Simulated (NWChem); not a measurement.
Lowest excitation of H₃B

```
B
H 1 1.2044
H 1 1.2044 2 120.00
H 1 1.2044 2 120.00 3 180.00
```
Charge 0, spin multiplicity 1.

Everything below was run with NWChem. All single points use one geometry, from B3LYP/def2-SVP, a minimum by its harmonic frequencies.

Basis set: def2-SVPD. CR-EOMCCSD(T) is the triples correction to the same EOM-CCSD root.

```tsv
method	lowest vertical singlet excitation energy (eV)	difference from EOM-CCSD
TD-B3LYP	5.81	-0.25
EOM-CCSD	6.06	0.00
CIS	6.57	+0.51
TD-PBE	5.57	-0.49
CR-EOMCCSD(T)	6.03	-0.04
TDA-BHandHLYP	6.10	+0.04
```

The values span 1.00 eV, from TD-PBE (lowest) to CIS (highest). 

The correlated methods keep 1 core orbital frozen. B3LYP has NWChem's definition, with VWN1-RPA local correlation. The structure started from a generated list of species. Coupled-cluster values serve here as a point of comparison, not as the truth.
